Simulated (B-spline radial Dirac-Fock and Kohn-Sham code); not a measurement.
**Ce 5d5/2: cross section and angular parameters**

System: neutral cerium in the configuration [Xe] 4f1 5d1 6s2; threshold 4.84 eV (orbital energy of the model). Model: Dirac-Hartree-Slater photoionisation with a Latter tail; cross sections with all multipoles, angular parameters from the dipole term and its interference with E2. Program: a B-spline atomic structure program.

For linearly polarised light dσ/dΩ = σ/(4π) [1 + β P₂(cos θ) + (δ + γ cos²θ) sin θ cos φ], with θ from the polarisation vector and φ the angle between the beam and the projection of the electron momentum on the plane normal to the polarisation.

```tsv
hν (eV)	σ (kb)	β	γ	δ
54.1	100	1.808	0.133	0.008
86.3	12.3	1.649	0.065	0.002
150	5.42	-0.488	0.044	0.046
161	5.65	-0.350	0.085	0.040
165	5.72	-0.297	0.097	0.038
200	6.11	0.115	0.151	0.021
300	5.47	0.741	0.114	-0.001
343	4.93	0.880	0.082	-0.003
393	4.32	0.997	0.048	-0.004
752	?	?	?	?
800	1.50	1.328	-0.024	0.009
802	1.49	1.328	-0.024	0.009
961	1.05	1.358	0.004	0.014
1070	0.839	1.368	0.031	0.017
1100	0.790	1.370	0.039	0.018
1120	0.760	1.371	0.045	0.019
1150	0.718	1.372	0.053	0.020
2000	0.189	1.326	0.323	0.044
2100	0.166	1.316	0.353	0.047
2840	0.0726	1.244	0.560	0.068
2990	0.0627	1.230	0.598	0.072
4000	0.0265	1.139	0.824	0.101
4850	0.0145	1.073	0.981	0.127
5414.7	0.0102	1.032	1.071	0.144
6000	0.00726	0.994	1.154	0.162
6870	0.00461	0.942	1.262	0.188
8360	0.00235	0.867	1.416	0.232
8500	0.00222	0.860	1.429	0.236
9840	0.00132	0.804	1.539	0.275
11600	0.000727	0.740	1.656	0.324
```

Q: Give the values at 752 eV.

A: σ = 1.68 kb, β = 1.313, γ = -0.029, δ = 0.007.

Values without a named source are computed, but for edge energies of neutral atoms, which are taken from tables.
